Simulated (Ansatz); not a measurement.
`BOC[SiH2]Cl` + HBr → `BOC[SiH2]Br` + HCl  (ligand exchange at the Si–Cl bond)

Program: Ansatz. Geometries: PBE0-D4/def2-TZVP. ΔE: electronic, gas phase. CBS: MP2 limit from def2 TZ/QZ plus the TZ coupled-cluster correction, frozen cores. This one scheme is used for every species. For Br outer-core shells are correlated without core-valence functions, which leaves a few kJ/mol of doubt a bond. Scalar relativity is left out up to krypton. Each species was taken in one conformer, which may not be the lowest.

```tsv
species	CCSD/CBS(def2) energy (Eh)
`BOC[SiH2]Cl`	-890.52109
HBr	-2573.91032
`BOC[SiH2]Br`	-3004.05816
HCl	-460.37334
```

**Question.** Work out ΔE.

**Answer.** ΔE = (-3004.05816) + (-460.37334) − (-890.52109) − (-2573.91032) = -0.00009 Eh = -0.2 kJ/mol. CCSD(T)/CBS gives -0.8 kJ/mol.

Largest T1 diagnostic among the species: 0.013.

The D4 term adds −4.1 kJ/mol with B3LYP and −2.2 kJ/mol with PBE0; it sums over pairs of atoms, weighted by their polarisabilities, and B3LYP, whose exchange is more repulsive, gets the larger term. In def2-TZVPP, CCSD(T) changes the Hartree–Fock value by −4.6 kJ/mol (the triples alone add −0.5 kJ/mol) and MP2 by −5.8 kJ/mol.

B3LYP here is the variant with VWN-RPA as its local correlation; programs differ in this.
